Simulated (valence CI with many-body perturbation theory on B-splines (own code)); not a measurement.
Ag³⁴⁺: electric-dipole lines

Computed by configuration interaction combined with many-body perturbation theory (CI+MBPT): three valence electrons over a frozen Dirac-Fock core [Ne], a basis of 11 s, 11 p, 9 d, 7 f, 5 g, 2 h, 1 i functions for each j, with the one-electron correlation potential Σ1, the two-electron term Σ2, the three-electron term Σ3, Breit, model QED; selected CI, second order for the rest (own B-spline code, finite nucleus).

No measured spectrum was set against this ion. As an estimate, large intervals hold to a few tenths of a per cent, small ones and those within an open d or f shell to about a per cent.

Lines 1 to 50 of 281 in falling wavelength, among levels below 432.47 eV, chosen from the strongest by gf and those to the six lowest levels. Wavelengths and rates use the calculated energies. Electric multipoles are in the length gauge, E1 and E2 with the static RPA response of the core. Weak lines are less certain than strong ones. Lines between different terms over intervals too small for the method are left out, as are lines whose strength nearly cancels. Where a level lies close to another of its J and parity, the split of strength between their lines is uncertain. The highest levels of a list are the least certain.

Levels are named by their leading jj configuration (3d3/2^4 stands for four electrons in 3d with j = 3/2), which in mixed levels can hold well under half, so a name can repeat and another be missing. Letters in brackets count levels of one name in rising energy.

| λ vac (nm) | Upper | Lower | A (s⁻¹) | S (a.u.) with core polarisation | S without |
| --- | --- | --- | --- | --- | --- |
| 32.74 | (3s 3p1/2^2) J=1/2 | (3s^2 3p3/2) J=3/2 | 3.55e+07 | 1.23e-03 | 1.26e-03 |
| 21.35 | (3p1/2 3p3/2 3d3/2) J=7/2 | (3s 3p3/2 3d3/2) J=5/2 [b] | 1.29e+09 | 4.95e-02 | 5.07e-02 |
| 18.64 | (3p1/2 3p3/2 3d5/2) J=7/2 [b] | (3s 3p3/2 3d5/2) J=5/2 [b] | 2.60e+09 | 6.65e-02 | 6.81e-02 |
| 18.18 | (3s 3p1/2 3p3/2) J=3/2 [a] | (3s^2 3p3/2) J=3/2 | 3.99e+08 | 4.73e-03 | 4.85e-03 |
| 18.14 | (3p1/2 3p3/2 3d5/2) J=9/2 | (3s 3p3/2 3d5/2) J=7/2 [b] | 2.06e+09 | 6.06e-02 | 6.20e-02 |
| 16.12 | (3s 3p1/2 3p3/2) J=5/2 | (3s^2 3p3/2) J=3/2 | 3.00e+09 | 3.71e-02 | 3.80e-02 |
| 15.89 | (3p1/2 3p3/2 3d5/2) J=3/2 [b] | (3s 3p3/2 3d5/2) J=3/2 [b] | 4.57e+09 | 3.62e-02 | 3.70e-02 |
| 15.85 | (3p1/2 3p3/2 3d5/2) J=9/2 | (3s 3p3/2 3d5/2) J=7/2 [a] | 5.76e+09 | 1.13e-01 | 1.16e-01 |
| 15.84 | (3p1/2 3p3/2 3d5/2) J=7/2 [b] | (3s 3p3/2 3d5/2) J=7/2 [b] | 2.65e+09 | 4.15e-02 | 4.25e-02 |
| 15.32 | (3s 3p1/2^2) J=1/2 | (3s^2 3p1/2) J=1/2 | 5.47e+09 | 1.94e-02 | 1.99e-02 |
| 15.21 | (3p1/2 3p3/2 3d3/2) J=5/2 | (3s 3p3/2 3d3/2) J=5/2 [a] | 4.12e+09 | 4.30e-02 | 4.40e-02 |
| 14.69 | (3p1/2 3p3/2^2) J=1/2 | (3s 3p3/2^2) J=1/2 | 1.23e+10 | 3.85e-02 | 3.94e-02 |
| 14.67 | (3p1/2^2 3d3/2) J=3/2 | (3s 3p1/2 3d3/2) J=3/2 [b] | 5.99e+09 | 3.74e-02 | 3.82e-02 |
| 14.66 | (3p1/2^2 3d3/2) J=3/2 | (3s 3p1/2 3d3/2) J=1/2 | 7.28e+09 | 4.53e-02 | 4.64e-02 |
| 14.57 | (3p1/2^2 3p3/2) J=3/2 | (3s 3p1/2 3p3/2) J=3/2 [b] | 4.06e+09 | 2.48e-02 | 2.54e-02 |
| 14.41 | (3p1/2 3p3/2 3d3/2) J=3/2 [a] | (3s 3p3/2 3d3/2) J=3/2 [a] | 7.75e+09 | 4.57e-02 | 4.68e-02 |
| 14.33 | (3p1/2 3p3/2 3d3/2) J=7/2 | (3s 3p3/2 3d3/2) J=7/2 | 5.60e+09 | 6.51e-02 | 6.66e-02 |
| 14.21 | (3p1/2 3p3/2 3d5/2) J=5/2 [c] | (3s 3p3/2 3d5/2) J=7/2 [b] | 6.58e+09 | 5.59e-02 | 5.72e-02 |
| 14.20 | (3p1/2 3p3/2 3d3/2) J=1/2 [a] | (3s 3p3/2 3d3/2) J=1/2 [a] | 1.19e+10 | 3.36e-02 | 3.43e-02 |
| 14.18 | (3p1/2 3p3/2 3d3/2) J=7/2 | (3s 3p3/2 3d3/2) J=5/2 [a] | 3.37e+09 | 3.80e-02 | 3.88e-02 |
| 14.12 | (3p1/2 3p3/2 3d5/2) J=3/2 [a] | (3s 3p3/2 3d5/2) J=5/2 [a] | 1.03e+10 | 5.71e-02 | 5.84e-02 |
| 14.07 | (3p1/2 3p3/2 3d5/2) J=5/2 [a] | (3s 3p3/2 3d5/2) J=5/2 [a] | 3.89e+09 | 3.21e-02 | 3.28e-02 |
| 13.94 | (3p1/2 3p3/2 3d5/2) J=3/2 [b] | (3s 3p3/2 3d3/2) J=1/2 [b] | 6.18e+09 | 3.31e-02 | 3.38e-02 |
| 13.77 | (3s 3p1/2 3p3/2) J=3/2 [b] | (3s^2 3p3/2) J=3/2 | 3.29e+09 | 1.69e-02 | 1.73e-02 |
| 13.55 | (3p1/2 3p3/2 3d5/2) J=5/2 [a] | (3s 3p3/2 3d5/2) J=3/2 [a] | 5.55e+09 | 4.09e-02 | 4.18e-02 |
| 13.48 | (3p1/2 3p3/2^2) J=3/2 | (3s 3p3/2^2) J=5/2 | 1.01e+10 | 4.86e-02 | 4.98e-02 |
| 13.36 | (3p1/2 3p3/2 3d5/2) J=5/2 [b] | (3s 3p3/2 3d5/2) J=5/2 [a] | 7.38e+09 | 5.22e-02 | 5.34e-02 |
| 13.12 | (3p1/2^2 3d5/2) J=5/2 | (3s 3p1/2 3d5/2) J=5/2 [b] | 1.29e+10 | 8.66e-02 | 8.86e-02 |
| 13.00 | (3p1/2 3p3/2 3d3/2) J=5/2 | (3s 3p1/2 3d5/2) J=5/2 [c] | 5.73e+09 | 3.72e-02 | 3.81e-02 |
| 12.89 | (3p1/2 3p3/2 3d5/2) J=5/2 [b] | (3s 3p3/2 3d5/2) J=3/2 [a] | 6.31e+09 | 4.00e-02 | 4.10e-02 |
| 12.81 | (3p1/2 3p3/2 3d5/2) J=7/2 [a] | (3s 3p3/2 3d5/2) J=9/2 | 2.05e+10 | 1.70e-01 | 1.74e-01 |
| 12.77 | (3s 3p1/2 3d5/2) J=5/2 [b] | (3s 3p3/2^2) J=5/2 | 7.91e+09 | 4.88e-02 | 4.99e-02 |
| 12.77 | (3p1/2 3p3/2 3d5/2) J=5/2 [c] | (3s 3p3/2 3d5/2) J=7/2 [a] | 7.72e+09 | 4.76e-02 | 4.87e-02 |
| 12.67 | (3p1/2^2 3d5/2) J=5/2 | (3s 3p1/2 3d5/2) J=7/2 | 2.65e+10 | 1.59e-01 | 1.63e-01 |
| 12.63 | (3p1/2^2 3p3/2) J=3/2 | (3s 3p1/2 3p3/2) J=5/2 | 2.45e+10 | 9.74e-02 | 9.97e-02 |
| 12.62 | (3s 3p1/2 3d3/2) J=3/2 [a] | (3s 3p1/2 3p3/2) J=3/2 [b] | 3.39e+09 | 1.34e-02 | 1.37e-02 |
| 12.61 | (3p1/2^2 3d5/2) J=5/2 | (3s 3p1/2 3d3/2) J=3/2 [b] | 8.92e+09 | 5.30e-02 | 5.43e-02 |
| 12.60 | (3p1/2 3p3/2 3d5/2) J=9/2 | (3s 3p3/2 3d3/2) J=7/2 | 3.61e+09 | 3.57e-02 | 3.65e-02 |
| 12.56 | (3s 3p1/2 3p3/2) J=1/2 | (3s^2 3p3/2) J=3/2 | 7.55e+09 | 1.48e-02 | 1.51e-02 |
| 12.53 | (3p1/2 3p3/2 3d5/2) J=5/2 [a] | (3s 3p3/2 3d3/2) J=7/2 | 1.42e+10 | 8.27e-02 | 8.46e-02 |
| 12.45 | (3p1/2^2 3d5/2) J=5/2 | (3p1/2 3p3/2^2) J=3/2 | 6.24e+09 | 3.56e-02 | 3.64e-02 |
| 12.45 | (3p1/2^2 3d3/2) J=3/2 | (3s 3p1/2 3d3/2) J=5/2 | 2.79e+10 | 1.06e-01 | 1.09e-01 |
| 12.20 | (3s 3d3/2 3d5/2) J=7/2 [b] | (3s 3p3/2 3d5/2) J=5/2 [b] | 7.57e+09 | 5.44e-02 | 5.55e-02 |
| 12.18 | (3p1/2 3p3/2 3d5/2) J=9/2 | (3s 3p3/2 3d5/2) J=9/2 | 1.94e+10 | 1.73e-01 | 1.77e-01 |
| 12.05 | (3s 3p1/2 3d3/2) J=5/2 | (3s 3p1/2 3p3/2) J=3/2 [b] | 5.73e+07 | 2.97e-04 | 3.05e-04 |
| 11.96 | (3p1/2 3p3/2 3d5/2) J=5/2 [b] | (3s 3p3/2 3d3/2) J=7/2 | 1.12e+10 | 5.69e-02 | 5.82e-02 |
| 11.94 | (3p1/2 3p3/2 3d3/2) J=3/2 [b] | (3s 3p3/2 3d3/2) J=5/2 [a] | 1.69e+10 | 5.67e-02 | 5.81e-02 |
| 11.94 | (3p3/2^2 3d5/2) J=9/2 | (3s 3p3/2 3d5/2) J=7/2 [b] | 5.73e+09 | 4.81e-02 | 4.92e-02 |
| 11.90 | (3p1/2^2 3d3/2) J=3/2 | (3s 3p1/2 3d3/2) J=3/2 [a] | 1.37e+10 | 4.55e-02 | 4.66e-02 |
| 11.79 | (3p1/2 3p3/2 3d3/2) J=1/2 [b] | (3s 3p3/2 3d3/2) J=3/2 [a] | 1.70e+10 | 2.75e-02 | 2.81e-02 |
